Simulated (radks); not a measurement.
Task: Numerical settings for neutral tantalum, [Xe] 4f14 5d3 6s2. Calculated with a radial shooting solver on a logarithmic mesh with Libxc functionals: scalar-relativistic Kohn-Sham, BLYP, spin-polarised, spherical densities, finite nucleus; open shells are filled with parallel spins first (spin-orbit coupling, left out, can overturn this in heavy ions); Fermi nuclear charge, rms radius 5.3507 fm. The defaults (mesh step 0.008 in ln r, mesh end at 40 bohr or more with all orbitals vanishing there, Anderson mixing 0.5 over 9 steps, residual threshold near 1e-9 with the energy settled to 1e-9 hartree or 1e-11 of itself, here a cap of 56 iterations) give E = -15603.2569 hartree and 5d at -3.943 eV in 16 iterations. Run on one thread of a shared host, so times are rough (Intel(R) Xeon(R) 6975P-C): 0.27 s of CPU time, 0.27 s wall, 16 iterations on 2440 mesh points. One setting is changed at a time: mesh step in ln r 0.02; mesh step in ln r 0.2; mesh step in ln r 0.012; mesh end (bohr) 400; mesh end (bohr) 8; residual threshold 1e-13; residual threshold 0.01; mixing 1; linear mixing, mixing 0.2; linear mixing, mixing 0.8; mixing history 20; iteration cap 8. Which runs fail to converge, and which converge to a wrong energy?

Result: Not converged within the cap: mesh step in ln r 0.2; residual threshold 1e-13; linear mixing, mixing 0.2; linear mixing, mixing 0.8; iteration cap 8. Settings that end as converged yet miss the energy by more than 1 mhartree: mesh end (bohr) 8 (+0.00646 hartree).
